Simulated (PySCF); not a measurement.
Numbering as in the mapped SMILES `[O:1]=[CH:2][c:3]1[cH:4][cH:5][cH:6][cH:7][c:8]1[F:9]`. Each H is labelled by its parent atom.

No relativistic terms, in vacuum, one conformer. Geometry from GFN2-xTB; PBE0/pcSseg-1 with gauge-including orbitals; PySCF 2.14.

δ = σ(ref) − σ, references computed at the same level: TMS for 13C (σref 186.93).

**Question.** Do the 13C shifts follow the atomic charges (in e)? Tabulate both.

**Answer.** 
| atoms | hybridisation | δ (ppm) | σ para (ppm) | Hirshfeld | IAO | Mulliken | ESP-fitted |
| --- | --- | --- | --- | --- | --- | --- | --- |
| C2 | sp2 | 190.4 | -244 | +0.12 | +0.25 | +0.41 | +0.41 |
| C8 | sp2 | 176.0 | -237 | +0.10 | +0.31 | +0.45 | +0.26 |
| C6 | sp2 | 142.2 | -210 | -0.03 | -0.12 | -0.05 | -0.07 |
| C4 | sp2 | 135.5 | -199 | -0.03 | -0.11 | +0.05 | -0.09 |
| C5 | sp2 | 129.7 | -197 | -0.05 | -0.16 | -0.06 | -0.23 |
| C3 | sp2 | 128.7 | -207 | -0.04 | -0.11 | -0.52 | -0.09 |
| C7 | sp2 | 122.1 | -192 | -0.06 | -0.19 | -0.13 | -0.27 |

Correlation coefficients of δ with charge over these carbons: Hirshfeld +0.99, IAO +0.96, Mulliken +0.85, ESP-fitted +0.98; with the paramagnetic shielding -0.98. With so few points these coefficients are fragile. Charge is one influence among several: hybridisation and low-lying excitations act through the paramagnetic term.

Shifts are as computed. Against solution values, carbons near 30 ppm lie about +3 ppm off and those near 130 ppm about +5 ppm. Of 1211 compounds with measured shifts, 218 miss one by over three times the rms of a fit or turn the order of signals round; such compounds aren't used in these exercises.
